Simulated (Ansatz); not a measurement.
Consider the ligand exchange at a Mg–C bond: `[CH3][Mg][NH2]` + `CNC` → `C[N](C)[Mg][NH2]` + CH₄.

Computed with Ansatz on PBE0-D4/def2-TZVP structures; ΔE is electronic, products minus reactants. CBS: MP2 limit from def2 TZ/QZ plus the TZ coupled-cluster correction, frozen cores. This one scheme is used for every species. Functionals use def2-TZVPP. For Mg outer-core shells are correlated without core-valence functions, which leaves a few kJ/mol of doubt a bond. One conformer a species, not always the lowest.

`[CH3][Mg][NH2]`:

Cartesian coordinates in Å:
```
C -0.566 1.585 -0.472
Mg 0.107 -0.301 0.089
N 0.720 -2.017 0.600
H -0.484 2.304 0.350
H -1.616 1.567 -0.779
H 0.010 1.988 -1.311
H 0.799 -2.829 0.005
H 1.031 -2.296 1.518
```

`CNC`:

Z-matrix (Å, degrees):
```
C
N 1 1.445
H 1 1.094 2 109.4
H 1 1.092 2 110.0 3 117.9
H 1 1.104 2 114.0 3 -120.2
C 2 1.445 1 112.8 3 65.3
H 2 1.011 1 109.8 3 -171.9
H 6 1.104 2 114.0 1 54.9
H 6 1.094 2 109.4 1 -65.3
H 6 1.092 2 110.0 1 176.8
```

`C[N](C)[Mg][NH2]`:

```xyz
13

C     1.360    1.130    0.046
N     0.483    0.002   -0.115
C     1.201   -1.121   -0.655
Mg   -1.362   -0.005    0.324
N    -3.195   -0.011    0.760
H     1.811    1.453   -0.909
H     2.201    0.916    0.729
H     0.831    1.998    0.457
H     1.644   -0.902   -1.642
H     0.549   -1.993   -0.786
H     2.034   -1.440   -0.005
H    -3.958    0.236    0.147
H    -3.599   -0.263    1.649
```

CH₄:

Z-matrix (Å, degrees):
```
C
H 1 1.090
H 1 1.090 2 109.5
H 1 1.090 2 109.5 3 -120.0
H 1 1.090 2 109.5 3 120.0
```

```
             level  ΔE (kJ/mol)
            PBE-D4        -58.5
      CAM-B3LYP-D4        -62.6
RPA@PBE/def2-TZVPP        -63.0
   CCSD/def2-TZVPP        -62.5
```

What does CCSD(T)/CBS give? (Best estimate.)

Ansatz gave: -61.9 kJ/mol. The listed levels differ from it by 3.4, -0.7, -1.1, -0.6 kJ/mol.

Largest T1 diagnostic among the species: 0.010.

At CCSD(T), def2-SVP lies −18.6 kJ/mol from the extrapolated value and def2-TZVPP −1.5 kJ/mol. Leaving LDA and LC-ωPBE aside and taking each functional with its dispersion term where it has one, the values, not all of them listed here, spread over 7.2 kJ/mol, from BLYP-D4 to HSE06-D4.
